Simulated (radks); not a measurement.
Cs I, configuration [Xe] 6s1. Calculated with a radial shooting solver on a logarithmic mesh with Libxc functionals: Dirac Kohn-Sham, Wu-Cohen GGA, spin-unpolarised, spherical densities, point nucleus.

Unscreened Slater integrals over Kohn-Sham orbitals (hartree). Large and small components are both included.

integral,value
"F0(6s1/2,6s1/2)",0.15769
"F0(6s1/2,5p3/2)",0.19955
"G1(6s1/2,5p3/2)",0.013669
"F0(6s1/2,5p1/2)",0.20032
"G1(6s1/2,5p1/2)",0.011650
"F0(6s1/2,5s1/2)",0.20249
"G0(6s1/2,5s1/2)",0.0064076
"F0(5p3/2,5p3/2)",0.42654
"F2(5p3/2,5p3/2)",0.22803
"F0(5p3/2,5p1/2)",0.43631
"G2(5p3/2,5p1/2)",0.23209
"F0(5p3/2,5s1/2)",0.46438
"G1(5p3/2,5s1/2)",0.30242
"F0(5p1/2,5p1/2)",0.44697
"F0(5p1/2,5s1/2)",0.47777
"G1(5p1/2,5s1/2)",0.32188
"F0(5s1/2,5s1/2)",0.51724
